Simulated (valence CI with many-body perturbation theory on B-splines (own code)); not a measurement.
Results of a calculation; reference values are marked as such.
# Level structure of Sn44+

Level of theory: valence CI with perturbative core correlation (CI+MBPT): four valence electrons over a frozen Dirac-Fock core [He], a basis of 11 s, 11 p, 9 d, 7 f, 5 g, 2 h, 1 i functions for each j, with the one-electron correlation potential Σ1, the two-electron term Σ2, the three-electron term Σ3, Breit, model QED; selected CI, second order for the rest (own B-spline code, finite nucleus).

No measured spectrum was set against this ion. As an estimate, large intervals hold to a few tenths of a per cent, small ones and those within an open d or f shell to about a per cent. Among the levels kept, up to 270 cm⁻¹ of a level comes from second order outside the variational space, and about a tenth of that is noise between levels of different J, which matters for small intervals.

Levels 46 to 90 of 111, with energies above the lowest level, (2s^2 2p1/2^2) J=0. "Leading %" is the weight of the configuration and term that name the level; weights of strongly mixed levels are sums over their largest components and can fall short. In the jj column 3d3/2^4 stands for four electrons in 3d with j = 3/2.

```
No.  Configuration  Term  J  E (eV)  Leading %  Second component                   Leading jj      g
 46        2s²2p3p    ³D  3  4607.1         70   17 % 2s2p²3s ³D      2s^2 2p3/2 3p3/2 (70 %)  1.360
 47        2s2p²3s    ³P  1  4608.8         36   26 % 2s²2p3p ¹P     2s 2p1/2 2p3/2 3s (51 %)  1.455
 48        2s2p²3s    ³P  1  4615.8         35   24 % 2s²2p3p ³S      2s^2 2p3/2 3p3/2 (49 %)  1.489
 49        2s²2p3p    ³P  2  4626.8         38   28 % 2s²2p3p ¹D      2s^2 2p3/2 3p3/2 (65 %)  1.291
 50        2s2p²3s    ³D  3  4629.2         35   35 % 2s2p²3s ⁵P     2s 2p1/2 2p3/2 3s (68 %)  1.435
 51        2s2p²3s    ³P  2  4643.8         30   22 % 2s2p²3s ¹D     2s 2p1/2 2p3/2 3s (69 %)  1.271
 52        2s²2p3p    ¹S  0  4645.8         63   25 % 2s²2p3p ³P      2s^2 2p3/2 3p3/2 (87 %)       
 53        2s2p²3p   ⁵P°  1  4646.2         39  31 % 2s2p²3p ⁵D°  2s 2p1/2 2p3/2 3p1/2 (99 %)  1.900
 54        2s2p²3p   ⁵D°  2  4654.1         46  24 % 2s2p²3p ³D°  2s 2p1/2 2p3/2 3p1/2 (96 %)  1.374
 55        2s²2p3d   ³D°  2  4671.6         40  34 % 2s²2p3d ¹D°      2s^2 2p3/2 3d3/2 (89 %)  1.007
 56        2s²2p3d   ³F°  3  4672.0         25  13 % 2s²2p3d ³D°  2s 2p1/2 2p3/2 3p1/2 (48 %)  1.183
 57        2s2p²3s    ³D  1  4673.6         66   20 % 2s2p²3s ¹P     2s 2p1/2 2p3/2 3s (97 %)  0.718
 58        2s2p²3s    ³P  1  4677.9         57   21 % 2s2p²3s ¹P     2s 2p1/2 2p3/2 3s (94 %)  1.568
 59        2s2p²3s    ¹D  2  4678.9         35   32 % 2s2p²3s ³D     2s 2p1/2 2p3/2 3s (96 %)  1.201
 60        2s2p²3s    ³P  0  4679.1         86    6 % 2s²2p3p ¹S     2s 2p1/2 2p3/2 3s (85 %)       
 61        2s²2p3d   ³P°  1  4679.7         60  33 % 2s²2p3d ³D°      2s^2 2p3/2 3d3/2 (96 %)  1.124
 62        2s²2p3d   ³P°  0  4680.8         97                        2s^2 2p3/2 3d3/2 (97 %)       
 63        2s²2p3d   ³F°  3  4682.7         24  16 % 2s²2p3d ³D°  2s 2p1/2 2p3/2 3p1/2 (49 %)  1.211
 64        2s²2p3d   ³F°  4  4684.7         97                        2s^2 2p3/2 3d5/2 (97 %)  1.241
 65        2s²2p3d   ³P°  2  4693.7         49  29 % 2s²2p3d ¹D°      2s^2 2p3/2 3d5/2 (92 %)  1.274
 66        2s2p²3p   ³P°  2  4697.9         38  22 % 2s2p²3p ⁵S°  2s 2p1/2 2p3/2 3p1/2 (96 %)  1.535
 67        2s²2p3d   ¹F°  3  4706.0         49  46 % 2s²2p3d ³D°      2s^2 2p3/2 3d5/2 (86 %)  1.158
 68        2s²2p3d   ¹P°  1  4712.0         65  20 % 2s²2p3d ³P°      2s^2 2p3/2 3d5/2 (96 %)  1.049
 69        2s2p²3p   ⁵D°  3  4720.1         50  34 % 2s2p²3p ⁵P°  2s 2p1/2 2p3/2 3p3/2 (98 %)  1.508
 70        2s2p²3p   ³D°  1  4722.8         63  14 % 2s2p²3p ⁵P°  2s 2p1/2 2p3/2 3p1/2 (78 %)  0.951
 71        2s2p²3p   ³P°  0  4723.0         42  30 % 2s2p²3p ¹S°  2s 2p1/2 2p3/2 3p1/2 (89 %)       
 72        2s2p²3p   ³F°  2  4723.4         49  23 % 2s2p²3p ¹D°  2s 2p1/2 2p3/2 3p1/2 (97 %)  0.898
 73        2s2p²3p   ³P°  1  4726.7         28  25 % 2s2p²3p ³S°  2s 2p1/2 2p3/2 3p3/2 (81 %)  1.524
 74        2s2p²3p   ³D°  2  4735.6         49  17 % 2s2p²3p ⁵P°  2s 2p1/2 2p3/2 3p3/2 (97 %)  1.442
 75        2s2p²3p   ³P°  0  4745.7         91   8 % 2s2p²3p ⁵D°  2s 2p1/2 2p3/2 3p3/2 (93 %)       
 76        2s2p²3p   ³F°  4  4748.9         52  47 % 2s2p²3p ⁵D°  2s 2p1/2 2p3/2 3p3/2 (97 %)  1.354
 77        2s2p²3p   ³D°  1  4751.0         33  26 % 2s2p²3p ¹P°  2s 2p1/2 2p3/2 3p1/2 (96 %)  1.103
 78        2s2p²3p   ³P°  2  4755.3         52  19 % 2s2p²3p ¹D°  2s 2p1/2 2p3/2 3p3/2 (96 %)  1.395
 79        2s2p²3p   ¹P°  1  4763.2         39  21 % 2s2p²3p ³P°  2s 2p1/2 2p3/2 3p3/2 (93 %)  1.211
 80        2s2p²3p   ³D°  3  4765.9         48  26 % 2s2p²3p ¹F°  2s 2p1/2 2p3/2 3p3/2 (97 %)  1.303
 81        2s2p²3d    ⁵F  2  4772.4         45   16 % 2s2p²3d ³P  2s 2p1/2 2p3/2 3d3/2 (98 %)  1.188
 82        2s2p²3d    ⁵D  1  4773.2         54   20 % 2s2p²3d ⁵F  2s 2p1/2 2p3/2 3d3/2 (98 %)  1.220
 83        2s2p²3d    ⁵D  0  4773.4         86   13 % 2s2p²3d ³P  2s 2p1/2 2p3/2 3d3/2 (99 %)       
 84        2s2p²3d    ⁵F  3  4778.2         59   11 % 2s2p²3d ⁵P  2s 2p1/2 2p3/2 3d3/2 (86 %)  1.239
 85        2s2p²3d    ⁵F  4  4787.7         55   33 % 2s2p²3d ⁵D  2s 2p1/2 2p3/2 3d5/2 (94 %)  1.366
 86        2s2p²3p   ³D°  2  4796.5         35  27 % 2s2p²3p ³P°  2s 2p1/2 2p3/2 3p3/2 (90 %)  1.316
 87        2s2p²3p   ³F°  3  4800.5         41  37 % 2s2p²3p ³D°  2s 2p1/2 2p3/2 3p3/2 (98 %)  1.158
 88        2s2p²3d    ³F  4  4801.9         39   21 % 2s2p²3d ⁵D  2s 2p1/2 2p3/2 3d3/2 (79 %)  1.239
 89        2s2p²3d    ³F  2  4804.1         27   23 % 2s2p²3d ⁵D  2s 2p1/2 2p3/2 3d5/2 (96 %)  1.267
 90        2s2p²3d    ³F  3  4804.1         37   34 % 2s2p²3d ⁵P  2s 2p1/2 2p3/2 3d3/2 (54 %)  1.313
```
